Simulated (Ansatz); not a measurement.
This geometry of BFH$_{4}$SSi (8 atoms, charge 0, multiplicity 1) is a first-order saddle point.

Computed with RKS PBE-D4/cc-pVDZ (Ansatz).

```xyz
8
Properties=species:S:1:pos:R:3
F -1.295 -0.103 1.706
B -0.676 -0.371 0.545
Si 0.449 1.024 -0.421
S -0.907 -2.076 -0.201
H -0.147 1.236 -1.794
H 0.554 2.355 0.285
H 1.837 0.457 -0.613
H 0.186 -2.522 0.493
```

Which two structures does it join? (They come from a converged band through this point; their orientation in space is the band's.)

No bond is made or broken. The dihedral Si3–B2–S4–H8 goes from 0 to -180°.

Image 0:

```xyz
8
Properties=species:S:1:pos:R:3
F -2.115 0.066 0.798
B -0.917 -0.393 0.365
Si 0.519 0.919 -0.237
S -0.722 -2.201 0.370
H 0.027 1.750 -1.400
H 0.884 1.863 0.885
H 1.767 0.184 -0.669
H 0.556 -2.187 -0.113
```

Image 8:

```xyz
8
Properties=species:S:1:pos:R:3
F -1.832 -0.119 0.705
B -0.594 -0.419 0.245
Si 0.699 1.054 -0.306
S -0.092 -2.155 0.118
H 0.108 1.871 -1.432
H 0.962 1.986 0.854
H 2.013 0.474 -0.769
H -1.265 -2.691 0.585
```

How far does it lie above each of them?

12.9 kcal/mol above the first and 13.2 kcal/mol above the second. This is the barrier of this one path; another mechanism may lie lower.

Time of the run: 7.5 min on 1 thread of Arm Neoverse V1, on a shared host, peak memory 0.15 GiB.
